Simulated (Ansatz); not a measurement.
Relaxation of C4H5ClO2 (12 atoms, charge 0, multiplicity 1), to a largest force component of 0.015 eV/Å in at most 40 steps.

Computed with RKS PBE/6-31G* (Ansatz 0.2.0).

```xyz
12
Properties=species:S:1:pos:R:3
C -0.173 -2.115 -0.049
C 0.388 -0.921 -0.367
C -0.066 0.414 0.016
O -1.309 0.576 0.334
C 0.744 1.505 0.051
O 0.189 2.741 0.438
Cl 2.454 1.510 -0.308
H 0.237 -2.998 -0.405
H -1.108 -2.111 0.598
H 1.317 -0.980 -0.920
H -1.868 -0.200 -0.010
H -0.726 2.526 0.656
```

Q: Where does it end, and by what steps?

A: The run converged. After 8 steps the energy has fallen by 0.553 eV; O4 moved furthest, 0.27 Å.

| step | energy less start (eV) | largest force component (eV/Å) | accepted |
| --- | --- | --- | --- |
| 0 | 0.0000 | 5.059 | yes |
| 1 | -0.4080 | 1.880 | yes |
| 2 | -0.5112 | 0.472 | yes |
| 3 | -0.5346 | 0.275 | yes |
| 4 | -0.5456 | 0.178 | yes |
| 5 | -0.5491 | 0.204 | yes |
| 6 | -0.5525 | 0.088 | yes |
| 7 | -0.5532 | 0.047 | yes |
| 8 | -0.5535 | 0.015 | yes |

```xyz
12
Properties=species:S:1:pos:R:3
C -0.226 -2.107 -0.104
C 0.487 -0.970 -0.288
C 0.030 0.344 0.094
O -1.273 0.507 0.590
C 0.720 1.523 0.030
O 0.163 2.713 0.358
Cl 2.387 1.652 -0.412
H 0.149 -3.072 -0.451
H -1.183 -2.112 0.429
H 1.462 -1.011 -0.786
H -1.868 0.004 -0.010
H -0.772 2.474 0.584
```

Run time: 21 s on 2 threads of Intel(R) Xeon(R) Platinum 8488C (Sapphire Rapids), on a shared host, peak memory 0.18 GiB.
